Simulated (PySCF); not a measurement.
Partial charges of `CO[Si@@H]1CC(C(C)=O)=C1F`

Compound: C6H9FO2Si.
Numbering: `[CH3:1][O:2][Si@@H:3]1[CH2:4][C:5]([C:6]([CH3:7])=[O:8])=[C:9]1[F:10]` (hydrogens: H11, H12, H13 on C1; H14 on Si3; H15, H16 on C4; H17, H18, H19 on C7)

Geometry (GFN2-xTB, Å), atoms numbered from 1 in this order:
```
atom  x, y, z in Å
C1     3.6282    0.8580    0.0876
O2     2.5532    0.0007   -0.1833
Si3    1.2838   -0.4296    0.7063
C4     0.0805   -1.5281   -0.2897
C5    -0.9946   -0.4708   -0.1359
C6    -2.3748   -0.6129   -0.6155
C7    -3.2473    0.6064   -0.4555
O8    -2.7759   -1.6496   -1.1002
C9    -0.3642    0.5168    0.5252
F10   -0.8942    1.6925    0.9187
H11    3.2887    1.8942    0.1312
H12    4.1004    0.5998    1.0369
H13    4.3518    0.7478   -0.7200
H14    1.6065   -0.7494    2.0921
H15   -0.2129   -2.4750    0.1549
H16    0.3247   -1.7174   -1.3319
H17   -3.3550    0.8398    0.6021
H18   -4.2264    0.4227   -0.8892
H19   -2.7823    1.4634   -0.9379
```

Density: PBE0/pcSseg-1 (PySCF); schemes: Mulliken, IAO, Hirshfeld and ESP-fitted. Geometry: GFN2-xTB, one conformer, isolated molecule.

Task: Do the Mulliken, IAO, Hirshfeld and ESP-fitted schemes agree on where the charge is lowest?

Result: The schemes don't all agree: Mulliken O2 (-0.622); IAO O2 (-0.621); Hirshfeld O8 (-0.235); ESP-fitted C4 (-0.751).

Task: Do the Mulliken, IAO, Hirshfeld and ESP-fitted schemes agree on where the charge is highest?

Result: All schemes agree: Mulliken Si3 (+0.973); IAO Si3 (+1.121); Hirshfeld Si3 (+0.428); ESP-fitted Si3 (+0.790).

Task: At which atom do the 4 schemes differ most?

Result: At Si3: from +0.428 (Hirshfeld) to +1.121 e (IAO), 0.693 e apart.

Task: Tabulate the Mulliken, IAO, Hirshfeld and ESP-fitted charges.

Result: In e:

| atom | environment | Mulliken | IAO | Hirshfeld | ESP-fitted |
| --- | --- | --- | --- | --- | --- |
| C1 | methoxy carbon | -0.004 | -0.198 | -0.026 | -0.190 |
| O2 | silyl ether oxygen | -0.622 | -0.621 | -0.217 | -0.349 |
| Si3 | oxygen-bound silicon | +0.973 | +1.121 | +0.428 | +0.790 |
| C4 | sp3 carbon bound to silicon | -0.401 | -0.543 | -0.165 | -0.751 |
| C5 | fully substituted alkene carbon | -0.348 | -0.082 | -0.027 | -0.042 |
| C6 | ketone carbonyl carbon | +0.248 | +0.373 | +0.157 | +0.742 |
| C7 | methyl carbon next to a carbonyl | -0.252 | -0.476 | -0.131 | -0.704 |
| O8 | ketone oxygen | -0.351 | -0.412 | -0.235 | -0.505 |
| C9 | vinylic C–F carbon | +0.057 | -0.005 | -0.009 | -0.072 |
| F10 | vinyl fluorine | -0.267 | -0.259 | -0.081 | -0.148 |
| H11 | methyl hydrogen | +0.111 | +0.140 | +0.048 | +0.116 |
| H12 | methyl hydrogen | +0.101 | +0.133 | +0.046 | +0.106 |
| H13 | methyl hydrogen | +0.127 | +0.161 | +0.055 | +0.127 |
| H14 | Si–H hydrogen | -0.098 | -0.145 | -0.070 | -0.132 |
| H15 | methylene hydrogen | +0.150 | +0.155 | +0.039 | +0.219 |
| H16 | methylene hydrogen | +0.158 | +0.161 | +0.044 | +0.221 |
| H17 | methyl hydrogen | +0.143 | +0.168 | +0.049 | +0.193 |
| H18 | methyl hydrogen | +0.135 | +0.163 | +0.050 | +0.179 |
| H19 | methyl hydrogen | +0.141 | +0.165 | +0.047 | +0.200 |

Mean size of the charges over all atoms: ESP-fitted 0.305 e, IAO 0.289 e, Mulliken 0.247 e, Hirshfeld 0.101 e. Each set sums to the total charge, 0, to within 0.001 e. The Mulliken scheme gives each basis function's population to the atom it is centred on and halves the overlap population of two atoms between them. The IAO scheme projects the occupied orbitals on a minimal set of polarised atomic orbitals and counts the electrons in each atom's part of it.

Task: Sum the charges by element, for elements with more than one atom.

Result: 
| element | atoms | Mulliken | IAO | Hirshfeld | ESP-fitted |
| --- | --- | --- | --- | --- | --- |
| C | 6 | -0.700 | -0.930 | -0.202 | -1.017 |
| O | 2 | -0.972 | -1.033 | -0.453 | -0.854 |
| H | 9 | +0.966 | +1.101 | +0.307 | +1.229 |

Task: How closely do the schemes follow one another over all atoms?

Result: Correlation coefficient and root-mean-square difference: IAO with Hirshfeld 0.98, 0.246 e; Mulliken with IAO 0.96, 0.110 e; Mulliken with Hirshfeld 0.96, 0.200 e; IAO with ESP-fitted 0.92, 0.155 e; Hirshfeld with ESP-fitted 0.90, 0.273 e; Mulliken with ESP-fitted 0.84, 0.215 e.

The run behind these numbers computed NMR shieldings as well. On an Arm Neoverse N1 with one thread, on a shared host, this took 75 s wall and 1.0 GiB of memory at its peak.
